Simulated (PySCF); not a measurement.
Pr³⁸⁺ (praseodymium, charge +38) across methods

[Ar] 3d3, high-spin 4F determinant. Computed with PySCF 2.14 in an even-tempered Gaussian basis (18 s from 6.6 bohr⁻², ratio 2.5; 12 p from 8.6 bohr⁻², ratio 2.5; 7 d from 8.6 bohr⁻², ratio 2.5; 4 f from 32 bohr⁻², ratio 2.7; 3 g from 48 bohr⁻², ratio 2.7), with the spin-free X2C one-electron Hamiltonian (Gaussian nucleus).

```json
{"method": "LDA", "E (hartree)": "-8115.54", "mean ε 3p α (eV)": "-2935.0", "mean ε 3p β (eV)": "-2921.6", "mean ε 3d α (eV)": "-2672.3", "Σ⟨r²⟩ (bohr²)": "0.8399", "⟨S²⟩": "3.750"}
{"method": "PW91", "E (hartree)": "-8123.91", "mean ε 3p α (eV)": "-2936.7", "mean ε 3p β (eV)": "-2923.3", "mean ε 3d α (eV)": "-2674.2", "Σ⟨r²⟩ (bohr²)": "0.8393", "⟨S²⟩": "3.750"}
{"method": "revPBE", "E (hartree)": "-8123.55", "mean ε 3p α (eV)": "-2936.4", "mean ε 3p β (eV)": "-2923.0", "mean ε 3d α (eV)": "-2673.8", "Σ⟨r²⟩ (bohr²)": "0.8392", "⟨S²⟩": "3.750"}
{"method": "PBE0", "E (hartree)": "-8123.08", "mean ε 3p α (eV)": "-2951.9", "mean ε 3p β (eV)": "-2934.4", "mean ε 3d α (eV)": "-2687.5", "Σ⟨r²⟩ (bohr²)": "0.8393", "⟨S²⟩": "3.750"}
{"method": "UHF", "E (hartree)": "-8122.02159", "mean ε 3p α (eV)": "-2997.0", "mean ε 3p β (eV)": "-2966.6", "mean ε 3d α (eV)": "-2727.4", "Σ⟨r²⟩ (bohr²)": "0.8393", "⟨S²⟩": "3.750"}
{"method": "r2SCAN", "E (hartree)": "-8123.52", "mean ε 3p α (eV)": "-2943.1", "mean ε 3p β (eV)": "-2926.9", "mean ε 3d α (eV)": "-2679.3", "Σ⟨r²⟩ (bohr²)": "0.8392", "⟨S²⟩": "3.750"}
```

(1) Estimate the same row for PBE.

Spin-orbit coupling is strong in this species (close to jj coupling), so the high-spin LS determinant is a model state, not a physical level.

Results:

(1) E (hartree) = -8123.08; mean ε 3p α (eV) = -2936.3; mean ε 3p β (eV) = -2922.9; mean ε 3d α (eV) = -2673.7; Σ⟨r²⟩ (bohr²) = 0.8394; ⟨S²⟩ = 3.750.
